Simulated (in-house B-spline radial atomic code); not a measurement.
A calculation on Ge²⁺: its settings, and results tabulated from the run. Method: non-relativistic PBE0, spin-polarised, spherical fractional occupations, point nucleus, inside a hard spherical wall at 3.68 bohr. Calculated with a B-spline radial code for spherical atoms.

Command:
```bash
python run_scf.py task.json out
```
Settings:
```
Z                32
configuration    [Ar] 3d10 4s1 4p1
hamiltonian      nr
method           pbe0
spin_polarised   True
wall_radius      3.68
```

Output (hartree, bohr):
```
 radial grid: 42 intervals, B-splines of order 8, outer radius 3.68 bohr

 iter        energy (Eh)    residual
    1       -2074.269816    4.11e-01
    2       -2074.345765    2.18e-01
    3       -2075.371806    2.02e-02
    4       -2075.377641    7.57e-03
    5       -2075.377707    2.54e-03
    6       -2075.377791    1.82e-03
    7       -2075.377862    6.08e-05
    8       -2075.377862    4.99e-06
    9       -2075.377862    2.12e-07

 total energy                     -2075.37786
 kinetic                            2075.0740
 electron-nucleus                  -4947.2355
 Hartree                             875.0676
 exact exchange                      -19.2257
 exchange-correlation                -59.0583

 orbital      occ     eigenvalue          <r>       <r^2>       <1/r>       <r^4>       r_max
 1s up      1.000      -399.7709     0.047851  0.00306735     31.5047  2.3943e-05     0.03159
 1s down    1.000      -399.7635    0.0478511  0.00306735     31.5047  2.3943e-05     0.03159
 2s up      1.000       -50.5983     0.213648   0.0537636     6.92767  0.00499235      0.1794
 2s down    1.000       -50.5937     0.213658   0.0537677      6.9271  0.00499285      0.1794
 2p up      3.000       -45.0764     0.185246   0.0419781     6.89075  0.00353412      0.1427
 2p down    3.000       -45.0716     0.185256   0.0419824     6.89036  0.00353468      0.1427
 3s up      1.000        -7.0076     0.634339    0.463864     2.23227     0.34675      0.5513
 3s down    1.000        -6.9930     0.634314    0.463615     2.23131    0.345509      0.5516
 3p up      3.000        -5.1607     0.651888     0.49997     2.10668     0.43424      0.5475
 3p down    3.000        -5.1484     0.650818    0.497773      2.1086    0.427844      0.5477
 3d up      5.000        -1.9564     0.729245    0.676072     1.78666     1.07049      0.5045
 3d down    5.000        -1.9413     0.720498    0.656358     1.79958    0.991619      0.5039
 4s up      1.000        -1.0933      1.81018      3.6141    0.706539     17.5805       1.682
 4p up      1.000        -0.6340      1.94926     4.16112    0.646454     22.5836       1.875

 Slater integrals (Eh)
   F0(4s up,4s up)               0.495658
   F0(4s up,4p up)               0.476271
   G1(4s up,4p up)               0.334690
   F0(4p up,4p up)               0.460226
   F2(4p up,4p up)               0.259564
```

Run time, properties included: 0.12 s on 1 thread of Arm Neoverse V1, with other jobs on the host.

Caution: exact exchange at fractional occupations of open shells leaves self-interaction of up to several eV.
